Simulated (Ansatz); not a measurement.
Born–Oppenheimer molecular dynamics of HSe (2 atoms, charge 0, multiplicity 2). It starts from a relaxed structure.

Method: Ansatz 0.2.0, UKS PBE0-D4/def2-SVP.

```json
{"ensemble": "NVT, Langevin thermostat", "time step": "0.5 fs", "steps asked": "300", "set temperature": "700 K", "friction": "0.01 /fs", "seed": "989551"}
```

Frames 10 fs apart, positions in Å.

Velocities at 30.0 fs (Å/ps):

```
Se -1.18 0.17 2.04
H -33.69 0.26 -6.31
```

```xyz
2
Properties=species:S:1:pos:R:3 time_fs=30.0 energy_less_start_eV=0.014 T=325
Se -0.664 0.202 -0.297
H -0.178 -0.653 0.849
2
Properties=species:S:1:pos:R:3 time_fs=40.0 energy_less_start_eV=0.001 T=285
Se -0.682 0.210 -0.282
H -0.472 -0.753 0.824
2
Properties=species:S:1:pos:R:3 time_fs=50.0 energy_less_start_eV=0.011 T=318
Se -0.705 0.216 -0.270
H -0.668 -0.864 0.687
2
Properties=species:S:1:pos:R:3 time_fs=60.0 energy_less_start_eV=0.001 T=375
Se -0.716 0.241 -0.251
H -0.784 -0.920 0.669
2
Properties=species:S:1:pos:R:3 time_fs=70.0 energy_less_start_eV=0.016 T=227
Se -0.727 0.266 -0.241
H -0.944 -0.817 0.793
2
Properties=species:S:1:pos:R:3 time_fs=80.0 energy_less_start_eV=0.001 T=295
Se -0.740 0.280 -0.244
H -1.184 -0.571 0.889
2
Properties=species:S:1:pos:R:3 time_fs=90.0 energy_less_start_eV=0.007 T=73
Se -0.746 0.293 -0.242
H -1.255 -0.435 0.902
2
Properties=species:S:1:pos:R:3 time_fs=100.0 energy_less_start_eV=0.010 T=233
Se -0.745 0.283 -0.237
H -1.224 -0.481 0.891
2
Properties=species:S:1:pos:R:3 time_fs=110.0 energy_less_start_eV=0.016 T=670
Se -0.725 0.256 -0.212
H -1.131 -0.602 0.966
2
Properties=species:S:1:pos:R:3 time_fs=120.0 energy_less_start_eV=0.013 T=1109
Se -0.690 0.211 -0.177
H -0.946 -0.681 1.013
2
Properties=species:S:1:pos:R:3 time_fs=130.0 energy_less_start_eV=0.005 T=826
Se -0.651 0.164 -0.157
H -0.756 -0.745 0.971
2
Properties=species:S:1:pos:R:3 time_fs=140.0 energy_less_start_eV=0.019 T=766
Se -0.618 0.116 -0.143
H -0.637 -0.828 0.935
```

Of the whole run (150 fs, mean temperature of the second half 546 K): The mean temperature of the second half is 22 % below the set value. A run of 0.15 ps of so small a system gives no equilibrium averages.

Run time: 3.3 min on 1 thread of Arm Neoverse V2, with other jobs on the host, peak memory 0.09 GiB.
